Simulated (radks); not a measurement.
Neutral gadolinium inside a hard spherical wall (all orbitals vanish at R), configuration held at [Xe] 4f7 5d1 6s2 and not refilled when levels cross. All-electron calculation, scalar-relativistic Kohn-Sham, LDA (Slater exchange, VWN5 correlation), spin-polarised, spherical densities, finite nucleus; open shells are filled with parallel spins first (spin-orbit coupling, left out, can overturn this in heavy ions); Fermi nuclear charge, rms radius 5.1569 fm. Program: a radial shooting solver on a logarithmic mesh with Libxc functionals. Eigenvalues in eV for spin up, with the zero of energy where the potential of the charges vanishes at infinity; a dash marks a level that is unbound or too diffuse for the functional's potential to be trusted. A positive occupied level is held by the wall or, in an anion where self-interaction has pushed it up, behind a barrier. The pressure on the wall is -dE/dV.

R (bohr)  E (hartree)  kinetic (hartree)    e(5p)    e(4f)   e(6s)   e(5d)  e(6p, empty)  e(7s, empty)  pressure (GPa)
free      -11263.0793          12089.354  -28.259  -10.586  -4.481  -3.105        -1.490        -0.101               0
8         -11263.0640          12089.462  -27.640   -9.950  -3.954  -2.558        -0.439         5.623           0.554
6         -11262.9688          12089.921  -25.925   -8.142  -1.954  -0.927         2.785        16.273            7.17
5         -11262.7720          12090.710  -23.976   -6.001   1.304   1.203         7.641        30.076            30.4
3         -11259.3270          12103.592   -9.400   10.938  41.481  20.850        58.851        146.64            1530
2.5       -11254.3609          12121.010    5.453   26.361  86.534  41.095        110.72        250.87            5930
1.5       -11185.7097          12329.124   166.56   135.60  505.01  237.43        556.42        1054.8          216000
